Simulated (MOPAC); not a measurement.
Input file for MOPAC: AM1 on BClH4Si (SMILES [SiH3]BCl), a point of a torsion scan.

```
AM1 1SCF PRECISE CHARGE=0 THREADS=1
BClH4Si

Si    -0.81684282 1    -0.06472950 1     0.09103912 1
B      1.10341508 1     0.38761607 1    -0.03077896 1
Cl     2.30147598 1    -0.70259923 1     0.47029956 1
H     -1.55102633 1     0.87466617 1     0.95066869 1
H     -1.48391732 1    -0.00217146 1    -1.21704839 1
H     -1.09492298 1    -1.40309198 1     0.62403902 1
H      1.49638298 1     1.41698471 1    -0.44768672 1
```

It printed:

```
*******************************************************************************
 **                                                                           **
 **                              MOPAC v23.2.5                                **
 **                                                                           **
 *******************************************************************************
 ** MOPAC's Digital Object Identifier: https://doi.org/10.5281/zenodo.6511958 **
 **                                                                           **
 ** Please cite the open-source release paper for use of this MOPAC version:  **
 ** J. E. Moussa and J. J. P. Stewart (2026)                                  **
 ** MOPAC: An open-source semiempirical molecular orbital program             **
 ** J. Open Source Softw., 11(119), 8025, https://doi.org/10.21105/joss.08025 **
 *******************************************************************************

                              AM1 CALCULATION RESULTS

 *******************************************************************************
 *  AM1        - The AM1 Hamiltonian to be used
 *
 *
 *
 *                 CHARGE ON SYSTEM = 0
 *
 *
 *
 *  PRECISE    - TIGHTER CRITERIA TO BE USED
 *  1SCF       - DO 1 SCF AND THEN STOP
 *  THREADS=1  - MULTI-THREADING NOT USED
 *  T=         - A TIME OF 172800.0 SECONDS REQUESTED
 *  DUMP=N     - RESTART FILE WRITTEN EVERY 7200.0 SECONDS REQUESTED
 *******************************************************************************
AM1 1SCF PRECISE CHARGE=0 THREADS=1
 BClH4Si

   ATOM   CHEMICAL          X               Y               Z
  NUMBER   SYMBOL      (ANGSTROMS)     (ANGSTROMS)     (ANGSTROMS)

     1      Si         -0.81684282  *  -0.06472950  *   0.09103912  *
     2       B          1.10341508  *   0.38761607  *  -0.03077896  *
     3      Cl          2.30147598  *  -0.70259923  *   0.47029956  *
     4       H         -1.55102633  *   0.87466617  *   0.95066869  *
     5       H         -1.48391732  *  -0.00217146  *  -1.21704839  *
     6       H         -1.09492298  *  -1.40309198  *   0.62403902  *
     7       H          1.49638298  *   1.41698471  *  -0.44768672  *



          CARTESIAN COORDINATES

    NO.       ATOM           X           Y           Z

     1        Si         -0.8168     -0.0647      0.0910
     2         B          1.1034      0.3876     -0.0308
     3        Cl          2.3015     -0.7026      0.4703
     4         H         -1.5510      0.8747      0.9507
     5         H         -1.4839     -0.0022     -1.2170
     6         H         -1.0949     -1.4031      0.6240
     7         H          1.4964      1.4170     -0.4477

  H: (AM1): M.J.S. DEWAR ET AL, J. AM. CHEM. SOC. 107 3902-3909 (1985)
  B: (AM1): M.J.S. DEWAR ET AL, ORGANOMETALLICS, 7, 513-521 (1988)
 Si: (AM1): M.J.S.DEWAR, C. JIE, ORGANOMETALLICS, 6, 1486-1490 (1987).
 Cl: (AM1): M.J.S. DEWAR AND E. G. ZOEBISCH, THEOCHEM, 180, 1 (1988).

           Empirical Formula: H4 Si B Cl  =     7 atoms



      MOLECULAR POINT GROUP   :   Cs


      RHF CALCULATION, NO. OF DOUBLY OCCUPIED LEVELS = 9


 -------------------------------------------------------------------------------
 AM1 1SCF PRECISE CHARGE=0 THREADS=1
 BClH4Si



     1SCF WAS SPECIFIED, SO BFGS WAS NOT USED
     SCF FIELD WAS ACHIEVED


                              AM1 CALCULATION
                                                       MOPAC v23.2.5 Linux




          FINAL HEAT OF FORMATION =        -11.95637 KCAL/MOL =     -50.02544 KJ/MOL


          COSMO AREA              =        116.98 SQUARE ANGSTROMS
          COSMO VOLUME            =        105.60 CUBIC ANGSTROMS

          IONIZATION POTENTIAL    =         10.303133 EV
          HOMO LUMO ENERGIES (EV) =        -10.303  0.144
          NO. OF FILLED LEVELS    =          9
          MOLECULAR WEIGHT        =         78.3801         POINT GROUP:  Cs

          MOLECULAR DIMENSIONS (Angstroms)

            Atom       Atom       Distance
            H     5   Cl     3     4.20321
            H     7    H     6     3.70962
            H     4   Cl     3     2.22772


          SCF CALCULATIONS        =          1





   ATOM   CHEMICAL          X               Y               Z
  NUMBER   SYMBOL      (ANGSTROMS)     (ANGSTROMS)     (ANGSTROMS)

     1      Si         -0.81684282  *  -0.06472950  *   0.09103912  *
     2       B          1.10341508  *   0.38761607  *  -0.03077896  *
     3      Cl          2.30147598  *  -0.70259923  *   0.47029956  *
     4       H         -1.55102633  *   0.87466617  *   0.95066869  *
     5       H         -1.48391732  *  -0.00217146  *  -1.21704839  *
     6       H         -1.09492298  *  -1.40309198  *   0.62403902  *
     7       H          1.49638298  *   1.41698471  *  -0.44768672  *

                             CARTESIAN COORDINATES

   1   Si       -0.816842820    -0.064729500     0.091039120
   2    B        1.103415080     0.387616070    -0.030778960
   3   Cl        2.301475980    -0.702599230     0.470299560
   4    H       -1.551026330     0.874666170     0.950668690
   5    H       -1.483917320    -0.002171460    -1.217048390
   6    H       -1.094922980    -1.403091980     0.624039020
   7    H        1.496382980     1.416984710    -0.447686720


           Empirical Formula: H4 Si B Cl  =     7 atoms



      MOLECULAR POINT GROUP   :   Cs


                  EIGENVALUES
 -37.51325 -22.53059 -15.93073 -14.46402 -13.25239 -13.18675 -12.24386 -12.10439
 -10.30313   0.14430   0.34503   1.32570   1.65862   2.00295   2.97513   4.55347


              NET ATOMIC CHARGES AND DIPOLE CONTRIBUTIONS

  ATOM NO.   TYPE          CHARGE      No. of ELECS.   s-Pop       p-Pop
    1         Si           0.519317        3.4807     0.89106     2.58962
    2          B           0.057206        2.9428     1.32115     1.62164
    3         Cl          -0.130719        7.1307     1.97698     5.15374
    4          H          -0.131426        1.1314     1.13143
    5          H          -0.131747        1.1317     1.13175
    6          H          -0.138346        1.1383     1.13835
    7          H          -0.044286        1.0443     1.04429
 DIPOLE           X         Y         Z       TOTAL
 POINT-CHG.    -0.852     0.466    -0.226     0.997
 HYBRID         0.185     0.027    -0.004     0.187
 SUM           -0.667     0.494    -0.230     0.861


          ATOMIC ORBITAL ELECTRON POPULATIONS

     Atom    s        px        py        pz
    1 Si   0.89106   0.85714   0.86393   0.86854
    2  B   1.32115   0.73977   0.64333   0.23854
    3 Cl   1.97698   1.64967   1.68535   1.81872
    4  H   1.13143
    5  H   1.13175
    6  H   1.13835
    7  H   1.04429

 **********************
 *                    *
 * JOB ENDED NORMALLY *
 *                    *
 **********************




 == MOPAC DONE ==
```

The run finished.

Cost: roughly 0.020 core-seconds.
